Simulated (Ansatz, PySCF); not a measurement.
Gas-phase reaction (SMILES): CNC + 2 [H][H] (H2) → 2 C (CH4) + N (NH3); energy of full hydrogenation.

Structures are relaxed separately at B3LYP-D3(BJ)/def2-TZVP in Ansatz (a program for electronic structure). Valence correlation only, unless marked. No spin-orbit coupling. Non-relativistic. CBS(X,Y): correlation extrapolated as X^-3; Hartree-Fock from the larger set. [CCSD(T)-MP2]/basis is that difference in the basis named. Thermal terms are rigid-rotor harmonic-oscillator values from B3LYP-D3(BJ) frequencies (PySCF) at 298.15 K and 1 atm. 1 Eh = 627.5095 kcal/mol.

```csv
species,"E, RI-MP2/CBS(aug-cc-pVTZ,aug-cc-pVQZ)+[CCSD(T)-MP2]/aug-cc-pVTZ (Ansatz) (Eh)","E, B3LYP-D3(BJ)/def2-TZVPD (Ansatz + dftd3) (Eh)",H - E (Eh),G - E (Eh)
CNC,-135.00124,-135.23146,0.09743,0.06661
[H][H] (H2),-1.17524,-1.17983,0.01336,-0.00144
C (CH4),-40.46129,-40.53958,0.04840,0.02728
N (NH3),-56.50756,-56.58902,0.03799,0.01614
```

**Question.** Work out ΔE and ΔH, ΔG, ΔS and the equilibrium constant at 298.15 K at the first level, then ΔH at the second.

**Answer.** 
1. ΔE = [2×(-40.46129) + (-56.50756)] - [(-135.00124) + 2×(-1.17524)] = -0.07842 Eh = -49.2 kcal/mol at RI-MP2/CBS(aug-cc-pVTZ,aug-cc-pVQZ)+[CCSD(T)-MP2]/aug-cc-pVTZ.
2. The terms H - E add up to 0.01064 Eh, so ΔH = (-0.07842 + (0.01064))×627.5095 = -42.5 kcal/mol.
3. The terms G - E add up to 0.00697 Eh, so ΔG = -44.8 kcal/mol, and ΔS = (0.01064 - (0.00697))×627509.5/298.15 = 7.7 cal/(mol K).
4. log10 K = -ΔG/(RT ln 10) = 32.8, with RT ln 10 = 1.3642 kcal/mol.
5. At B3LYP-D3(BJ)/def2-TZVPD the same steps give ΔE = -48.4 and ΔH = -41.7 kcal/mol, a shift of +0.8 from the first level.
6. Tabulated enthalpies of formation (CNC -3.8 kcal/mol, ATcT 1.112; [H][H] (H2) 0.0 kcal/mol, zero by definition; C (CH4) -17.8 kcal/mol, ATcT 1.112; N (NH3) -10.9 kcal/mol, ATcT 1.112) give ΔH = -42.7, so the errors are +0.2 and +1.0 kcal/mol; the tables hold anharmonic motion, scalar relativity, which both levels lack, and core correlation, which the frozen-core level lacks.
